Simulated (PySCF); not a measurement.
Correlation energy of O²⁺ (oxygen, charge +2)

[He] 2s1 2p3, high-spin 5S determinant (an excited configuration). Computed with PySCF 2.14 in dyall-acv3z (15s9p4d2f, 76 functions), with no relativity, point nucleus. Frozen: 1s2; 4 electrons correlated; the 13 highest virtual orbitals of each spin left out.

MP2 pair energies summed by pair of shells (mhartree):

```csv
pair,energy,share (%)
2p-2p,-22.93,79.3
2s-2p,-6.00,20.7
```

Total MP2 correlation energy: -28.93 mhartree.

Same-spin part -28.93 and opposite-spin part 0.00 mhartree; SCS-MP2 scales them by 1/3 and 6/5 to -9.64 mhartree.
